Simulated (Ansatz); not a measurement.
RbBr2, relaxed as a quartet with UKS PBE-D4/def2-TZVP in Ansatz, starting from the PBE-D4/def2-TZVP geometry of the neutral doublet. Force threshold 0.02 eV/Å.

In the def2 sets Rb takes a core potential; there is no spin–orbit coupling. The gap within one spin of the charge 0 quartet nearly closes, so an electron or hole may be smeared out by delocalisation error. In the quartet, Br2 and Br3 lie 2.70 Å apart (atoms count from 1), so these atoms are partly bonded to each other. The relaxation made no stability test and no search for a lower SCF solution. At PBE-D4/def2-TZVP a doublet of charge 0 lies 4.08 eV below the quartet, each at its own geometry. The structure comes from a short search, and lower isomers may exist.

Start:

```csv
atom,x (Å),y (Å),z (Å)
Rb1,-0.991,0.886,-1.348
Br2,-0.723,-0.532,1.511
Br3,1.714,-0.353,-0.163
```

(1) Estimate the energy that the relaxation releases and the steps that it takes.

(2) Does the start keep its bonding and symmetry?

(3) Predict the relaxed structure.

Answers

(1) 0.55 eV, in 7 steps; 3.5 s on 4 threads of AMD EPYC 9R45 on a shared host. No frequencies were taken in this run, so the end may be a saddle point.

(2) Bonds lost: Rb1–Br2, Rb1–Br3 (atoms count from 1). Point group C2v at the start, C2v at the end, both within 0.05 Å.

(3) 
```xyz
3

Rb   -1.479    1.321   -2.012
Br   -0.372   -0.742    1.769
Br    1.850   -0.579    0.243
```
Bond lengths: 1 × Br–Br 2.70 Å.
